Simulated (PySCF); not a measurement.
Spin-rotation constants: `C=C/C=C(\C[SiH3])SC`, C6H12SSi

Geometry (Å), atoms numbered from 1 in this order:
```xyz
20

C    -2.1474   -2.0974    0.7701
C    -1.6047   -1.0354    0.1772
C    -0.1901   -0.8966   -0.0485
C     0.3951    0.1618   -0.6294
C    -0.3048    1.3761   -1.1289
Si   -0.5974    2.6271    0.2896
S     2.1430    0.3042   -0.8476
C     2.8464   -1.0886    0.0777
H    -1.5449   -2.9211    1.1171
H    -3.2083   -2.1798    0.9297
H    -2.2419   -0.2273   -0.1531
H     0.4060   -1.7343    0.2829
H     0.3095    1.8508   -1.8952
H    -1.2527    1.1047   -1.5927
H    -1.3874    1.9798    1.3374
H     0.6928    3.0514    0.8286
H    -1.3196    3.7708   -0.2705
H     2.4916   -1.0611    1.1039
H     2.5873   -2.0281   -0.4025
H     3.9223   -0.9463    0.0513
```

Computed, not measured: GIAO BHandHLYP/pcSseg-1 magnetisability, rotational g tensor and spin-rotation constants, non-relativistic, gas phase in PySCF 2.14.0. Geometry: GFN2-xTB.

(1) Give the nuclear spin-rotation constants along the inertial axes (H = +C I·J) beside the isotropic shieldings.

(2) How do the rotational constants and the g tensor change when H9, H10, H11, H12, H13, H14, H15, H16, H17, H18, H19, H20 are replaced by deuterium?

Results:

(1) Rotational constants 1.2794, 1.1410, 0.6673 GHz. A star marks the isotopologue with that one atom substituted, in its own axes.
```
atom  isotope  Caa (kHz)  Cbb (kHz)  Ccc (kHz)  mean (kHz)  σ (ppm)
  H9       1H     -0.075      0.023     -0.061      -0.038     26.7
 H10       1H      0.115     -0.123     -0.075      -0.028     26.8
 H11       1H     -0.042      0.021     -0.060      -0.027     25.2
 H12       1H     -0.065      0.027     -0.066      -0.035     26.5
 H13       1H     -0.068     -0.085     -0.051      -0.068     30.5
 H14       1H     -0.043     -0.118     -0.033      -0.065     29.6
 H15       1H     -0.044     -0.070     -0.037      -0.050     28.2
 H16       1H     -0.021     -0.097     -0.032      -0.050     28.1
 H17       1H     -0.096     -0.003     -0.048      -0.049     28.1
 H18       1H     -0.080     -0.130     -0.009      -0.073     29.7
 H19       1H     -0.121     -0.019     -0.049      -0.063     29.5
 H20       1H      0.028     -0.125     -0.071      -0.056     29.8
  C1     13C*      0.522      0.349      0.112       0.328     67.5
  C2     13C*      0.583      0.417      0.112       0.370     45.2
  C3     13C*      0.495      0.393      0.123       0.337     62.4
  C4     13C*      0.610      0.434      0.130       0.391     32.3
  C5     13C*      0.185      0.155      0.094       0.145    169.7
 Si6    29Si*     -0.700     -0.615     -0.361      -0.559    422.5
  S7     33S*      0.230      0.367      0.193       0.263    484.8
  C8     13C*      0.188      0.162      0.093       0.148    167.0
```
For the geometry as given, no vibrational averaging.

(2) Constants 1.0896, 0.9937, 0.5829 GHz; g -0.0154, -0.0115, -0.0028, against -0.0176, -0.0134, -0.0033 before.
